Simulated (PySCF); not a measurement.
## Zn: ionisation energy

Zn [Ar] 3d10 4s2 (1S) → Zn⁺ [Ar] 3d10 4s1 (2S), as a difference of total energies. Calculation: PySCF 2.14, in aug-cc-pVDZ-DK (7s6p4d2f, 59 functions); the spin-free X2C one-electron Hamiltonian (Gaussian nucleus). Correlated levels: valence: [Ar] frozen. The calculations carry no spin-orbit coupling.

```json
{"method": "UHF", "ionisation energy (eV)": "7.785", "error (eV)": "-1.609"}
{"method": "MP2 (valence)", "ionisation energy (eV)": "9.143", "error (eV)": "-0.251"}
{"method": "SCS-MP2 (valence)", "ionisation energy (eV)": "9.159", "error (eV)": "-0.235"}
{"method": "CCSD (valence)", "ionisation energy (eV)": "9.179", "error (eV)": "-0.215"}
{"method": "CCSD(T) (valence)", "ionisation energy (eV)": "9.301", "error (eV)": "-0.093"}
```

Reference: 9.394 eV (measured; NIST Atomic Spectra Database, ionization energies).

Errors of the correlated levels include the incompleteness of this basis and the frozen core.
